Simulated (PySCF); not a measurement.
tetrachloroaluminate (AlCl₄), SMILES [Cl][Al-]([Cl])([Cl])[Cl], charge -1. Atoms are numbered in the order given.

```xyz
5

Cl    -1.2592     1.2592    -1.2592
Al     0.0000     0.0000     0.0000
Cl     1.2592     1.2592     1.2592
Cl     1.2592    -1.2592    -1.2592
Cl    -1.2592    -1.2592     1.2592
```
Charge -1, spin multiplicity 1.

Geometry optimised at B3LYP-D3(BJ)/def2-SVPD.

Level of theory: B3LYP-D3(BJ)/def2-SVPD (PySCF 2.14.0).

Frequencies are harmonic and unscaled.

Modes within 1.5 cm⁻¹ of each other (mostly degenerate sets) share a row, with their intensities summed.

| mode | ν (cm⁻¹) | IR (km/mol) | moving atoms (share of kinetic energy) |
|---|---|---|---|
| 1–2 | 108 | 0.0 | Cl 100 % |
| 3–5 | 168 | 17.0 | Cl 84 %, Al 16 % |
| 6 | 329 | 0.0 | Cl 100 % |
| 7–9 | 485 | 506.7 | Al 68 %, Cl 32 % |
